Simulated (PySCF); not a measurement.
1,1,1-trichloro-2,2,2-trifluoroethane, C2Cl3F3.
SMILES: `FC(F)(F)C(Cl)(Cl)Cl`

Method used: TDDFT CAM-B3LYP/def2-SVPD, vertical, gas phase, core orbitals frozen in the response (PySCF 2.14.0, density-fitted response routines). Geometry: GFN2-xTB; no solvent, vibrations or thermal averaging. Torsions of this conformer, `[F:1][C:2]([F:3])([F:4])[C:5]([Cl:6])([Cl:7])[Cl:8]`: F1–C2–C5–Cl6 -60°.

Each state is given a Gaussian of 0.25 eV full width at half maximum, with ε(max) = 2.175×10⁸ f / Δν̃ (Δν̃ the width in cm⁻¹). The width is an assumption, not a result. The curve ends short of the highest state used, and states not computed would add to its high-energy end.

(λ (nm), ε (L mol⁻¹ cm⁻¹)): (168.8, 507), (169.8, 770), (170.9, 1066), (172.0, 1375), (173.0, 1730), (174.1, 2268), (175.2, 2897), (176.3, 3384), (177.3, 3482), (178.4, 3122), (179.5, 2403), (180.6, 1590), (181.6, 961), (182.7, 481), (183.8, 210), (184.9, 80), (185.9, 30), (187.0, 9), (188.1, 2), (189.1, 1), (190.2, 0), (191.3, 0), (192.4, 0), (193.4, 0), (194.5, 0), (195.6, 0), (196.7, 0), (197.7, 0), (198.8, 0), (199.9, 0)

(1) Locate the maxima and give the states behind the curve.

(2) Coming from long wavelengths, where does ε first pass 100 L mol⁻¹ cm⁻¹?

## Answers

(1) 177 nm (7.00 eV), ε about 3500, made up of S2 (48%) and S3 (49%) (ε in L mol⁻¹ cm⁻¹; maxima over ε = 5, shares over 10%). The states used: S1 6.58 eV (f 0.0000); S2 7.00 eV (f 0.016); S3 7.00 eV (f 0.016); S4 7.21 eV (f 0.0015); S5 7.23 eV (f 0.0036); S6 7.23 eV (f 0.0036); S7 7.95 eV (f 0.0013); S8 7.95 eV (f 0.0013).

(2) At about 185 nm (6.71 eV), 0.14 eV above S1.
